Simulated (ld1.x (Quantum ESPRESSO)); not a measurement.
Before and after: TM potential for antimony

```
Element                 : antimony (Sb)
Generator               : ld1.x (Quantum ESPRESSO) 7.5
Type                    : norm-conserving Troullier–Martins (Kleinman–Bylander form)
Functional              : PBE
Relativity              : fully relativistic
Frozen core             : [Kr] 4d10
Valence charge          : 5
Reference configuration : 5s2 5p3
Partial waves           : 5p (bound): rc 2.55 bohr; 5d channel at 0.4 Ry: rc 2.40 bohr; 5s (bound): rc 1.90 bohr
Local potential         : the s channel
Core correction         : a·sin(br)/r model core inside 1.70 bohr
```

Open shells are filled in proportion to 2j + 1 (rel_dist='average').

All-electron outer shells of the reference configuration (PBE, scalar-relativistic, ld1.x):

```json
{"shell": "4p", "level (eV)": "-101.79", "outermost node (bohr)": "0.39", "outermost maximum (bohr)": "0.76"}
{"shell": "4d", "level (eV)": "-33.51", "outermost node (bohr)": "0.38", "outermost maximum (bohr)": "0.84"}
{"shell": "5s", "level (eV)": "-12.83", "outermost node (bohr)": "0.95", "outermost maximum (bohr)": "1.90"}
{"shell": "5p", "level (eV)": "-4.83", "outermost node (bohr)": "1.04", "outermost maximum (bohr)": "2.35"}
```

Change: all radii but the core radius scaled by about 1.16 (s 2.20, p 2.94, d 2.78 bohr).

Cutoffs: the cutoffs (Ry, on a coarse ladder) from which the occupation-weighted sum of valence levels, in a spherical-Bessel basis at the reference potential, stays within 10 and 1 mRy of its value at 400 Ry; they do not see the model core or the augmentation charge, which bear on the density cutoff. Errors are all-electron minus pseudo energies relative to the spin-unpolarised reference configuration.

Q: How do hardness, ghosts and transferability respond?

A: The potential gets softer (25 Ry and 35 Ry → 21 Ry and 30 Ry); of the 7 tests that both files solve, the error grows in 3 and shrinks in 2 by more than 15 % and 0.3 meV (median size 33.1 → 26.7 meV); neither file shows a bound ghost. A larger radius leaves more room for a smooth pseudo-wave, so fewer plane waves are needed.

```csv
quantity,base,changed
"cutoff, loose",25 Ry,21 Ry
"cutoff, tight",35 Ry,30 Ry
loose cutoff by channel (10 mRy a level),"p 8 Ry, s 12 Ry","p 6 Ry, s 12 Ry"
bound ghosts,none,none
"error for 5s2 5p2, meV [ΔE 8.33 eV]",-3.6,-3.9
"error for 5s2 5p1, meV [ΔE 24.32 eV]",-33,-38
"error for 5s2 5p0, meV [ΔE 48.76 eV]",-138,-167
"error for 5s0 5p5, meV [ΔE 16.38 eV]",-39,-27
"error for 5s1 5p0, meV [ΔE 93.05 eV]",-475,-548
"error for 5s1 5p4, meV [ΔE 8.09 eV]",-9.9,-6.8
"error for 5s2 5p2.5, meV [ΔE 3.27 eV]",-0.5,-0.5
```
